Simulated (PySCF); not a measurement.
# Electron correlation in Sn³⁺ (tin, charge +3)

[Kr] 4d10 5s1, 2S determinant. Calculation: PySCF 2.14, in def2-TZVPPD with the def2 core potential (28 electrons); scalar relativity through the core potential. Frozen: nothing; 19 electrons correlated.

MP2 pair energies summed by pair of shells (mhartree):

| pair | energy | share (%) |
| --- | --- | --- |
| 4d-4d | -139.36 | 58.8 |
| 4d-5s | -36.82 | 15.5 |
| 4p-4d | -33.12 | 14.0 |
| 4p-4p | -10.03 | 4.2 |
| 4s-4d | -8.60 | 3.6 |
| 4s-4p | -4.44 | 1.9 |
| 4p-5s | -3.21 | 1.4 |
| 4s-4s | -0.97 | 0.4 |
| 4s-5s | -0.27 | 0.1 |

Total MP2 correlation energy: -236.80 mhartree.

Same-spin part -85.63 and opposite-spin part -151.17 mhartree; SCS-MP2 scales them by 1/3 and 6/5 to -209.95 mhartree.

The basis has no tight functions for the innermost shells, so their pair energies are far from complete.

This basis was not built for core-valence correlation, so the inner-shell part is incomplete.
